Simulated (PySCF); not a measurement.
## Two-component Hartree-Fock for In (indium, neutral)

Start: [Kr] 4d10 5s2 5p1; 5p3/2 filled at m_j = +3/2. Calculated with PySCF 2.14 in x2c-SVPall-2c with one added diffuse shell each of s, p type (7s9p4d, 54 functions): generalised Hartree-Fock with the X2C-1e Hamiltonian and a Gaussian nucleus; one run each with spin-orbit coupling (SO) switched off, then screened by Boettger's factors. This is a chosen level, not necessarily the ground level.

| spinor shell | electrons | ε, spin-free (eV) | ε, screened SO (eV) | weight of nominal j (screened SO) | rms radius, screened SO (bohr) |
| --- | --- | --- | --- | --- | --- |
| 1s1/2 | 2 | -28078.0 | -28075.7 | 1.000 | 0.0341 |
| 2s1/2 | 2 | -4294.5 | -4293.9 | 1.000 | 0.139 |
| 2p1/2 | 2 | -3848.7 | -3995.1 | 1.000 | 0.120 |
| 2p3/2 | 4 | -3848.7 | -3781.7 | 1.000 | 0.125 |
| 3s1/2 | 2 | -854.36 | -854.27 | 1.000 | 0.371 |
| 3p1/2 | 2 | -704.49 | -731.82 | 1.000 | 0.365 |
| 3p3/2 | 4 | -704.49 | -691.99 | 1.000 | 0.376 |
| 3d3/2 | 4 | -472.24 | -476.96 | 1.000 | 0.351 |
| 3d5/2 | 6 | -472.24 | -469.06 | 1.000 | 0.353 |
| 4s1/2 | 2 | -144.83 | -144.89 | 1.000 | 0.907 |
| 4p1/2 | 2 | -97.768 | -102.56 | 1.000 | 0.973 |
| 4p3/2 | 4 | -97.768 | -95.674 | 1.000 | 0.999 |
| 4d3/2 | 4 | -27.821 | -28.412 | 0.996 | 1.27 |
| 4d5/2 | 6 | -27.821 | -27.548 | 0.997 | 1.29 |
| 5s1/2 | 2 | -10.859 | -10.906 | 0.999 | 2.91 |
| 5p3/2 | 1 | -5.325 | -5.234 | 1.000 | 4.13 |

```csv
quantity,spin-free,screened SO
E (hartree),-5877.02394,-5878.27213
M_J,3/2,3/2
⟨J²⟩,3.760,3.760
⟨L²⟩,2.007,2.021
⟨S²⟩,0.753,0.768
```

Each row is a mean over spinors that exchange with the open shell spreads, by up to 1.411 eV (5s1/2).

Breit and QED terms are absent; they matter most for the inner s and p1/2 levels.

Densities and radii are taken from the X2C orbitals without a picture-change correction, which distorts them close to the nucleus.

Without spin-orbit coupling the j labels of p, d and f shells carry no meaning; the spin-free column gives the mean over the occupied spinors of each nl shell.
